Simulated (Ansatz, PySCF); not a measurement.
Precursor series Nb Cl-F. All species are isolated molecules in the gas phase.

Quantity: redistribution energy (mixed species minus the weighted end members), in kcal/mol.

Level 1: frozen-core MP2/def2-TZVPP // PBE-D3(BJ)/def2-SVP (Ansatz, a program for electronic structure)
Level 2: B3LYP/LANL2DZ // PBE-D3(BJ)/def2-SVP (PySCF)
Level 3: BP86/6-31G* (LANL2DZ on Nb) // PBE-D3(BJ)/def2-SVP (PySCF)
Level 4: HF/def2-TZVPP // PBE-D3(BJ)/def2-SVP (Ansatz)

```csv
species,level 1,level 2,level 3,level 4
4 of 5 Cl replaced by F: [Nb(Cl)(F)4],2.03,0.42,-0.51,0.50
1 of 5 Cl replaced by F: [Nb(Cl)4(F)],1.66,0.35,0.20,-0.04
3 of 5 Cl replaced by F: [Nb(Cl)2(F)3],2.60,0.36,0.02,-0.32
2 of 5 Cl replaced by F: [Nb(Cl)3(F)2],1.94,-0.95,-1.10,-1.23
```
